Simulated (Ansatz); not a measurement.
Ansatz (an electronic-structure program) input for C3H6Cl2Si, SMILES Cl[SiH](/C=C/C)Cl, B3LYP-D3(BJ)/def2-SVP. 

Ansatz 0.2 input:
```yaml
crystal:
  periodic: [false, false, false]
  atoms:
    - {symbol: C, position_ang: [-3.59982072, -0.58916029, 0.66426983]}
    - {symbol: C, position_ang: [-2.13596287, -0.48046755, 0.91524541]}
    - {symbol: C, position_ang: [-1.23240308, -0.14034079, 0.00262921]}
    - {symbol: Si, position_ang: [0.61431658, 0.00116578, 0.30003334]}
    - {symbol: Cl, position_ang: [1.58378494, -1.29214772, -0.91819600]}
    - {symbol: Cl, position_ang: [1.21337538, 1.88156385, -0.14855825]}
    - {symbol: H, position_ang: [-4.14145551, 0.09598303, 1.31611243]}
    - {symbol: H, position_ang: [-3.84120134, -0.35864939, -0.37034934]}
    - {symbol: H, position_ang: [-3.94382472, -1.59751085, 0.89345373]}
    - {symbol: H, position_ang: [-1.82537742, -0.70281094, 1.92810172]}
    - {symbol: H, position_ang: [-1.58821750, 0.07377118, -1.00062795]}
    - {symbol: H, position_ang: [0.99703860, -0.28736673, 1.67479812]}
basis:
  gaussian:
    orbitals: def2-SVP
hamiltonian:
  xc: b3lyp
  dispersion: d3bj
relax: {f_tol: 0.002, max_steps: 200}
```

Output:

```
WARN ansatz: RAYON_NUM_THREADS=2 ignored (pool sized by the plan → 2); use --threads N
Functional definition: B3LYP
integrals: 0.09 GiB planned
1344 factors; integrals over basis functions are off by at most 4.8e-4 eV
mean field: 0.87 GiB planned
mean field evaluation 1: about -36115.5651 eV, gradient 5.2e1 eV
mean field evaluation 2: about -36111.4325 eV, gradient 6.4e1 eV
mean field evaluation 4: about -36122.7675 eV, gradient 4.2e0 eV
mean field evaluation 8: about -36122.8252 eV, gradient 4.3e-2 eV
mean field -36122.82521348 eV, -1327.4893416649 hartree, gradient 1.9e-5 eV, S^2 0.000000; 0 other end points of the search recorded, 0 dependent functions left out
the calculation of the forces begins
reference -36122.82548710 eV, -1327.4893517203 hartree; 36, 36 occupied and 90, 90 virtual orbitals, 1344 factors
relax step   1: F+E_penalty+E_count = -36123.42177508 eV  Δ(F+E_penalty+E_count) = +0.000e0 eV  max|allowed force component| = 1.466e0 eV/Å  Δτ_max = 0.0000 Å  (26 SCF iters, accepted)
these checks for a lower state are left out or cut short: starts, cluster_reference, orbital_swaps, neighbouring_geometries, increment
integrals: 0.09 GiB planned
1344 factors; integrals over basis functions are off by at most 5.4e-4 eV
mean field: 0.87 GiB planned
mean field evaluation 16: about -36122.8798 eV, gradient 4.2e0 eV
mean field -36122.92766923 eV, -1327.4931068445 hartree, gradient 1.2e-5 eV, S^2 0.000000; 0 other end points of the search recorded, 0 dependent functions left out
the calculation of the forces begins
reference -36122.92794582 eV, -1327.4931170091 hartree; 36, 36 occupied and 90, 90 virtual orbitals, 1344 factors
relax step   2: F+E_penalty+E_count = -36123.51712981 eV  Δ(F+E_penalty+E_count) = -9.535e-2 eV  max|allowed force component| = 4.026e-1 eV/Å  Δτ_max = 0.0561 Å  (30 SCF iters, accepted)
these checks for a lower state are left out or cut short: starts, cluster_reference, orbital_swaps, neighbouring_geometries, increment
integrals: 0.09 GiB planned
1344 factors; integrals over basis functions are off by at most 5.5e-4 eV
mean field: 0.87 GiB planned
mean field -36122.93507123 eV, -1327.4933788629 hartree, gradient 1.2e-5 eV, S^2 0.000000; 0 other end points of the search recorded, 0 dependent functions left out
the calculation of the forces begins
reference -36122.93534746 eV, -1327.4933890142 hartree; 36, 36 occupied and 90, 90 virtual orbitals, 1344 factors
relax step   3: F+E_penalty+E_count = -36123.52603756 eV  Δ(F+E_penalty+E_count) = -8.908e-3 eV  max|allowed force component| = 7.842e-2 eV/Å  Δτ_max = 0.0217 Å  (30 SCF iters, accepted)
these checks for a lower state are left out or cut short: starts, cluster_reference, orbital_swaps, neighbouring_geometries, increment
integrals: 0.09 GiB planned
1344 factors; integrals over basis functions are off by at most 5.5e-4 eV
mean field: 0.87 GiB planned
mean field evaluation 32: about -36122.9363 eV, gradient 9.0e-2 eV
mean field -36122.93632741 eV, -1327.4934250265 hartree, gradient 1.2e-5 eV, S^2 0.000000; 0 other end points of the search recorded, 0 dependent functions left out
the calculation of the forces begins
reference -36122.93660345 eV, -1327.4934351709 hartree; 36, 36 occupied and 90, 90 virtual orbitals, 1344 factors
relax step   4: F+E_penalty+E_count = -36123.52814815 eV  Δ(F+E_penalty+E_count) = -2.111e-3 eV  max|allowed force component| = 7.721e-2 eV/Å  Δτ_max = 0.0250 Å  (30 SCF iters, accepted)
these checks for a lower state are left out or cut short: starts, cluster_reference, orbital_swaps, neighbouring_geometries, increment
integrals: 0.09 GiB planned
1344 factors; integrals over basis functions are off by at most 5.7e-4 eV
mean field: 0.87 GiB planned
mean field -36122.93725538 eV, -1327.4934591289 hartree, gradient 1.2e-5 eV, S^2 0.000000; 0 other end points of the search recorded, 0 dependent functions left out
the calculation of the forces begins
reference -36122.93753109 eV, -1327.4934692611 hartree; 36, 36 occupied and 90, 90 virtual orbitals, 1344 factors
relax step   5: F+E_penalty+E_count = -36123.52945813 eV  Δ(F+E_penalty+E_count) = -1.310e-3 eV  max|allowed force component| = 7.883e-2 eV/Å  Δτ_max = 0.0329 Å  (30 SCF iters, accepted)
these checks for a lower state are left out or cut short: starts, cluster_reference, orbital_swaps, neighbouring_geometries, increment
integrals: 0.09 GiB planned
1344 factors; integrals over basis functions are off by at most 5.8e-4 eV
mean field: 0.87 GiB planned
mean field -36122.93784992 eV, -1327.4934809778 hartree, gradient 1.2e-5 eV, S^2 0.000000; 0 other end points of the search recorded, 0 dependent functions left out
the calculation of the forces begins
reference -36122.93812543 eV, -1327.4934911026 hartree; 36, 36 occupied and 90, 90 virtual orbitals, 1344 factors
relax step   6: F+E_penalty+E_count = -36123.52986415 eV  Δ(F+E_penalty+E_count) = -4.060e-4 eV  max|allowed force component| = 3.203e-2 eV/Å  Δτ_max = 0.0240 Å  (30 SCF iters, accepted)
these checks for a lower state are left out or cut short: starts, cluster_reference, orbital_swaps, neighbouring_geometries, increment
integrals: 0.09 GiB planned
1344 factors; integrals over basis functions are off by at most 5.8e-4 eV
mean field: 0.87 GiB planned
mean field -36122.93800085 eV, -1327.4934865244 hartree, gradient 2.6e-5 eV, S^2 0.000000; 0 other end points of the search recorded, 0 dependent functions left out
the calculation of the forces begins
reference -36122.93827638 eV, -1327.4934966501 hartree; 36, 36 occupied and 90, 90 virtual orbitals, 1344 factors
relax step   7: F+E_penalty+E_count = -36123.52999102 eV  Δ(F+E_penalty+E_count) = -1.269e-4 eV  max|allowed force component| = 1.250e-2 eV/Å  Δτ_max = 0.0044 Å  (23 SCF iters, accepted)
these checks for a lower state are left out or cut short: starts, cluster_reference, orbital_swaps, neighbouring_geometries, increment
integrals: 0.09 GiB planned
1344 factors; integrals over basis functions are off by at most 5.8e-4 eV
mean field: 0.87 GiB planned
mean field -36122.93803145 eV, -1327.4934876488 hartree, gradient 7.2e-5 eV, S^2 0.000000; 0 other end points of the search recorded, 0 dependent functions left out
the calculation of the forces begins
reference -36122.93830698 eV, -1327.4934977746 hartree; 36, 36 occupied and 90, 90 virtual orbitals, 1344 factors
relax step   8: F+E_penalty+E_count = -36123.53002776 eV  Δ(F+E_penalty+E_count) = -3.674e-5 eV  max|allowed force component| = 5.659e-3 eV/Å  Δτ_max = 0.0027 Å  (21 SCF iters, accepted)
these checks for a lower state are left out or cut short: starts, cluster_reference, orbital_swaps, neighbouring_geometries, increment
integrals: 0.09 GiB planned
1344 factors; integrals over basis functions are off by at most 5.8e-4 eV
mean field: 0.87 GiB planned
mean field evaluation 64: about -36122.9380 eV, gradient 2.9e-5 eV
mean field -36122.93804470 eV, -1327.4934881360 hartree, gradient 2.9e-5 eV, S^2 0.000000; 0 other end points of the search recorded, 0 dependent functions left out
the calculation of the forces begins
reference -36122.93832024 eV, -1327.4934982618 hartree; 36, 36 occupied and 90, 90 virtual orbitals, 1344 factors
relax step   9: F+E_penalty+E_count = -36123.53003005 eV  Δ(F+E_penalty+E_count) = -2.289e-6 eV  max|allowed force component| = 3.045e-3 eV/Å  Δτ_max = 0.0014 Å  (20 SCF iters, accepted)
these checks for a lower state are left out or cut short: starts, cluster_reference, orbital_swaps, neighbouring_geometries, increment
integrals: 0.09 GiB planned
1344 factors; integrals over basis functions are off by at most 5.8e-4 eV
mean field: 0.87 GiB planned
mean field -36122.93804244 eV, -1327.4934880527 hartree, gradient 2.9e-5 eV, S^2 0.000000; 0 other end points of the search recorded, 0 dependent functions left out
the calculation of the forces begins
reference -36122.93831797 eV, -1327.4934981785 hartree; 36, 36 occupied and 90, 90 virtual orbitals, 1344 factors
relax step  10: F+E_penalty+E_count = -36123.53003075 eV  Δ(F+E_penalty+E_count) = -6.964e-7 eV  max|allowed force component| = 2.746e-4 eV/Å  Δτ_max = 0.0009 Å  (19 SCF iters, accepted)
integrals: 0.09 GiB planned
1344 factors; integrals over basis functions are off by at most 5.8e-4 eV
mean field: 0.87 GiB planned
mean field -36122.93804244 eV, -1327.4934880527 hartree, gradient 2.9e-5 eV, S^2 0.000000; 1 other end points of the search recorded, 0 dependent functions left out
the calculation of the forces begins
reference -36122.93831797 eV, -1327.4934981785 hartree; 36, 36 occupied and 90, 90 virtual orbitals, 1344 factors
Total energy: -36123.53030629 eV, -1327.5152533478 hartree
Atom 0 at    -3.595963    -0.593593     0.688743 Å, force    -0.000074    -0.000136    -0.000125 eV/Å
Atom 1 at    -2.116584    -0.465671     0.876969 Å, force    -0.000263     0.000275     0.000193 eV/Å
Atom 2 at    -1.227621    -0.125087    -0.071722 Å, force     0.000125    -0.000173    -0.000150 eV/Å
Atom 3 at     0.575326    -0.003080     0.293806 Å, force     0.000048    -0.000018     0.000028 eV/Å
Atom 4 at     1.644393    -1.317909    -0.905372 Å, force    -0.000006     0.000027    -0.000127 eV/Å
Atom 5 at     1.263720     1.913835    -0.107688 Å, force    -0.000049     0.000029     0.000057 eV/Å
Atom 6 at    -4.135255     0.090067     1.367246 Å, force     0.000088     0.000068    -0.000029 eV/Å
Atom 7 at    -3.898949    -0.372000    -0.345163 Å, force     0.000004    -0.000069    -0.000065 eV/Å
Atom 8 at    -3.933963    -1.613218     0.943165 Å, force     0.000020     0.000021     0.000041 eV/Å
Atom 9 at    -1.753397    -0.675247     1.893442 Å, force     0.000135    -0.000017     0.000260 eV/Å
Atom 10 at    -1.583546     0.085410    -1.088582 Å, force     0.000002     0.000066    -0.000119 eV/Å
Atom 11 at     0.862092    -0.319478     1.712067 Å, force    -0.000030    -0.000073     0.000035 eV/Å
Dipole moment:    -0.574468    -0.126025     0.235599 e Å
```

The run converged.
